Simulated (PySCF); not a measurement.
**From computed data to an observable: entropy of an ideal gas**

BBr₂, SMILES Br[B-]Br (connectivity only; charge and spin as stated), charge -1, multiplicity 1.

Geometry: PBE-D3(BJ)/def2-SVPD.

PBE-D3(BJ)/def2-SVPD (PySCF) gives the harmonic wavenumbers 131, 394, 428 cm⁻¹ and the rotational temperatures 1.4011, 0.0543, 0.0523 K. The molar mass is 170.62 g/mol, the symmetry number 2, the spin multiplicity 1.

Question: Work out the entropy at 298.15 K and 1 atm in the rigid-rotor, harmonic-oscillator model.

Answer: 
Translation (Sackur–Tetrode at 1 atm): S = R[1.5 ln M + 2.5 ln T − 1.16487] = 172.8 J/(mol K).
Rotation: q = (√π/σ) T^1.5/√(θA θB θC) = 72300, S = R[ln q + 3/2] = 105.5 J/(mol K).
Vibration: with u = 1.4388 ν/T, each mode gives R[u/(e^u − 1) − ln(1 − e^−u)]:
```
ν (cm⁻¹)  modes     u  S (J/(mol K))
--------  -----  ----  -------------
131           1  0.63          12.26
394           1  1.90           4.12
428           1  2.07           3.62
```
These are all the modes. Sum 20.0 J/(mol K).
Spin: R ln 1 = 0.0 J/(mol K).
Total 298.4 J/(mol K); the program's own thermochemistry gives 298.4. Translation makes up 58 % and vibration 7 %. Anharmonicity, hindered rotation and orbital degeneracy are left out.
